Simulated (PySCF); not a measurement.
This PySCF input asks for the NMR shieldings of SMILES CCO[Si@H](O)C(C)(C)C, C₆H₁₆O₂Si; the geometry comes from GFN2-xTB.

```python
import basis_set_exchange as bse
import numpy as np
from pyscf import gto, dft
from pyscf.prop import nmr

atoms = """
C     3.596034    0.297705    0.757732
C     2.685133   -0.554494   -0.111281
O     1.346977   -0.204401    0.128247
Si    0.032504   -0.942501   -0.439959
O     0.208142   -1.107252   -2.057555
C    -1.426861    0.184209    0.045377
C    -1.550650    0.279414    1.565844
C    -1.243973    1.593608   -0.521533
C    -2.721047   -0.407074   -0.514464
H     4.634780    0.034757    0.577736
H     3.450285    1.349983    0.529468
H     3.362551    0.136168    1.806886
H     2.907153   -0.401677   -1.172538
H     2.827117   -1.617455    0.113080
H    -0.115305   -2.290914    0.124961
H    -0.517078   -1.413728   -2.593580
H    -0.637453    0.685273    1.992437
H    -1.723206   -0.702624    2.000300
H    -2.381245    0.928742    1.843664
H    -0.344691    2.048907   -0.115019
H    -1.153701    1.567651   -1.605810
H    -2.096907    2.222187   -0.263461
H    -3.578749    0.195119   -0.214963
H    -2.874019   -1.420457   -0.149048
H    -2.696726   -0.437001   -1.602614
"""
names = dict.fromkeys(["C", "O", "Si", "H"], "pcSseg-1")
basis = {el: gto.basis.parse(bse.get_basis(n, elements=[el], fmt="nwchem")) for el, n in names.items()}
mol = gto.M(atom=atoms, basis=basis, charge=0, verbose=0)
mf = dft.RKS(mol, xc="PBE0")
mf.grids.level = 2
mf.grids.alignment = dft.numint.BLKSIZE   # the property module wants whole blocks of grid points
mf.conv_tol = 1e-9
mf.kernel()

calc = nmr.RKS(mf)   # GIAO
C = mf.mo_coeff
Co = C[:, mf.mo_occ > 0]
resp = mf.gen_response(singlet=True, hermi=2)
def vind(x):   # induced exchange potential for any number of trial vectors
    d = np.einsum("pi,xij,qj->xpq", C, 2 * x.reshape(-1, C.shape[1], Co.shape[1]), Co, optimize=True)
    return np.einsum("xpq,pi,qj->xij", resp(d - d.transpose(0, 2, 1)), C, Co, optimize=True).ravel()
mo1, _ = nmr.rhf.solve_mo1(calc, with_cphf=vind)
sigma = calc.kernel(mo1)
for i, s in enumerate(sigma):   # ppm
    print("%2d %-2s %9.2f" % (i, mol.atom_pure_symbol(i), np.trace(s) / 3))
```

**Question.** What does it print?

**Answer.** 
```
 0 C     166.68
 1 C     124.97
 2 O     280.43
 3 Si    370.35
 4 O     299.10
 5 C     165.41
 6 C     160.45
 7 C     160.57
 8 C     160.33
 9 H      30.71
10 H      30.17
11 H      30.24
12 H      27.45
13 H      27.81
14 H      26.83
15 H      30.32
16 H      30.48
17 H      30.86
18 H      31.14
19 H      30.34
20 H      30.61
21 H      31.14
22 H      30.99
23 H      30.82
24 H      31.08
```

These numbers come from an equivalent density-fitted implementation of the same equations, which agrees with the script to about 0.01 ppm for H and up to a few tenths of a ppm for heavy atoms, so last digits may differ.

**Question.** Turn these shieldings into chemical shifts. References, each an isolated molecule treated in the same way: ¹³C (186.93 ppm), ²⁹Si (349.16 ppm), ¹H (31.72 ppm) against TMS; ¹⁷O (336.08 ppm) vs H2O.

**Answer.** Averaging equivalent atoms: C 1: 62.0; C 6/7/8: 26.5; C 5: 21.5; C 0: 20.2; O 2: 55.7; O 4: 37.0; Si 3: -21.2; H 14: 4.88; H 12: 4.27; H 13: 3.90; H 15: 1.40; H 9/10/11: 1.34; H 16/17/18/19/20/21/22/23/24: 0.89 ppm. Experimental scales use liquid or dissolved standards, which lie at an offset from isolated H2O (liquid H2O: subtract about 36 ppm).

Size and cost of the density-fitted run: 240 basis functions, 63 s wall time on 1 thread of an x86-64 server CPU, shared host.
